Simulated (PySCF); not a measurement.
Al(NHMe)(OH)2 (CH₆AlNO₂), SMILES C[NH][Al]([OH])[OH].

Geometry: PBE-D3(BJ)/def2-SVP. The structure was generated by enumeration; whether it is a known compound was not checked. Other conformers were not sampled.

The numbers are results of PBE-D3(BJ)/def2-SVP (PySCF), not measurements.

Frequencies are harmonic and unscaled.

```csv
mode,ν (cm⁻¹),IR (km/mol),moving atoms (share of kinetic energy)
1,86,12.0,"H 46 %, N 22 %, C 16 %, O 13 %"
2,116,1.9,"O 39 %, C 28 %, H 22 %, Al 9 %"
3,147,1.9,"H 79 %, N 14 %"
4,217,26.3,"O 56 %, H 22 %, Al 11 %"
5,218,119.9,"H 83 %, O 15 %"
6,259,9.3,"Al 57 %, H 16 %, O 14 %, N 13 %"
7,281,71.3,"H 83 %, O 13 %"
8,312,8.4,"N 29 %, H 19 %, O 19 %, C 18 %, Al 15 %"
9,470,131.9,"H 89 %, N 11 %"
10,538,147.8,"H 69 %, O 25 %"
11,603,139.5,"H 69 %, O 30 %"
12,646,26.5,"O 32 %, H 31 %, N 30 %"
13,845,122.4,"Al 47 %, O 29 %, H 11 %"
14,912,106.6,"Al 49 %, O 42 %, H 9 %"
15,1047,22.9,"H 85 %, C 10 %"
16,1100,0.3,"H 76 %, C 19 %"
17,1134,118.5,"N 45 %, C 36 %, H 17 %"
18,1338,39.5,"H 66 %, N 21 %, C 11 %"
19,1402,18.5,"H 86 %, C 14 %"
20,1417,1.3,H 97 %
21,1446,4.6,H 96 %
22,2905,122.5,H 97 %
23,2954,52.4,"H 90 %, C 10 %"
24,3046,11.6,"H 91 %, C 9 %"
25,3512,8.8,H 93 %
26,3827,75.2,H 94 %
27,3832,60.8,H 94 %
```
